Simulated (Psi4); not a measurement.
H3S (SMILES [SH3+]), charge +1, singlet, geometry from GFN2-xTB; MP3/6-31G** run with Psi4.

Input for Psi4:
```
memory 2 GB

molecule mol {
1 1
  S     0.008152   -0.006678    0.114753
  H    -0.525802    1.066360   -0.517771
  H     1.091325   -0.058028   -0.698085
  H    -0.695957   -0.901485   -0.620200
}

set basis 6-31g**
set reference rhf

energy('mp3')
print_variables()
```

Q: Predict the main parts of the log of this Psi4 run.

A: 
```
    Information: MP3 default algorithm changed to DF in August 2020. Use `set mp_type conv` for previous behavior.
    For method 'MP3', SCF Algorithm Type (re)set to DISK_DF.

   => Loading Basis Set <=

    Name: 6-31G**
    Role: ORBITAL
    Keyword: BASIS

         ---------------------------------------------------------
                                   SCF
               by Justin Turney, Rob Parrish, Andy Simmonett
                          and Daniel G. A. Smith
                              RHF Reference
         ---------------------------------------------------------

  ==> Geometry <==

    Molecular point group: c1
    Full point group: C1

    Geometry (in Angstrom), charge = 1, multiplicity = 1:

       Center              X                  Y                   Z               Mass
    ------------   -----------------  -----------------  -----------------  -----------------
         S            0.004460625305    -0.003654003482     0.062790162443    31.972071174400
         H           -0.529493374695     1.069383996518    -0.569733837557     1.007825032230
         H            1.087633625305    -0.055004003482    -0.750047837557     1.007825032230
         H           -0.699648374695    -0.898461003482    -0.672162837557     1.007825032230

  Running in c1 symmetry.

  Rotational constants: A =      4.89684  B =      4.89683  C =      4.27590 [cm^-1]
  Rotational constants: A = 146803.44124  B = 146803.33114  C = 128188.38256 [MHz]
  Nuclear repulsion =   19.545458752444382

  Charge       = 1
  Multiplicity = 1
  Electrons    = 18
  Nalpha       = 9
  Nbeta        = 9

  ==> Algorithm <==

  SCF Algorithm Type is DISK_DF.
  DIIS enabled.
  MOM disabled.
  Fractional occupation disabled.
  Guess Type is SAD.
  Energy threshold   = 1.00e-08
  Density threshold  = 1.00e-08
  Integral threshold = 1.00e-12

  ==> Primary Basis <==

  Basis Set: 6-31G**
    Blend: 6-31G**
    Number of shells: 17
    Number of basis functions: 34
    Number of Cartesian functions: 34
    Spherical Harmonics?: false
    Max angular momentum: 2

   => Loading Basis Set <=

    Name: (6-31G** AUX)
    Role: JKFIT
    Keyword: DF_BASIS_SCF

  ==> Integral Setup <==

  ==> DiskDFJK: Density-Fitted J/K Matrices <==

    J tasked:                  Yes
    K tasked:                  Yes
    wK tasked:                  No
    Integrals threads:           1
    Algorithm:                Core
    Integral Cache:           SAVE
    Schwarz Cutoff:          1E-12
[...]
  @DF-RHF Final Energy:  -398.95109217823642
    Total Energy =                       -398.9510921782364221
  DIE_IF_NOT_CONVERGED          => (empty)
[...]
  ZORA_RADIAL_POINTS            => (empty)
  ZORA_SPHERICAL_POINTS         => (empty)

	For this residual convergence, default PCG convergence is:     1.00e-07
	For this energy convergence, default residual convergence is:     3.16e-07

 ==============================================================================
 ==============================================================================
 ==============================================================================

                     DF-MP3
              Program Written by Ugur Bozkaya
              Latest Revision September 9, 2017

 ==============================================================================
 ==============================================================================
 ==============================================================================

	MO spaces...

	 FC   OCC   VIR   FV
	----------------------
	  0    9    25    0

	Number of basis functions in the DF-CC basis: 118

	Total memory requirement for DF+CC int:      2.38 MB

	Computing DF-MP2 energy ...
	=======================================================================
	Nuclear Repulsion Energy (a.u.)    :    19.54545875244438
	DF-HF Energy (a.u.)                :  -398.95109217823642
	REF Energy (a.u.)                  :  -398.95109217823642
	DF-MP2 Correlation Energy (a.u.)   :    -0.15113698821517
	DF-MP2 Total Energy (a.u.)         :  -399.10222916645159
	=======================================================================

	=======================================================================
	================ MP3 FINAL RESULTS ====================================
	=======================================================================
	Nuclear Repulsion Energy (a.u.)    :    19.54545875244438
	SCF Energy (a.u.)                  :  -398.95109217823642
	REF Energy (a.u.)                  :  -398.95109217823642
	3rd Order Energy (a.u.)            :    -0.02065438714737
	DF-MP2.5 Correlation Energy (a.u.) :    -0.16146418178886
	DF-MP2.5 Total Energy (a.u.)       :  -399.11255636002528
	DF-MP3 Correlation Energy (a.u.)   :    -0.17179137536257
	DF-MP3 Total Energy (a.u.)         :  -399.12288355359897
	=======================================================================

  Variable Map:
  ----------------------------------------------------------------------------
[...]
  Array Variable Map:
  ----------------------------------------------------------------------------
[...]
[...]
```
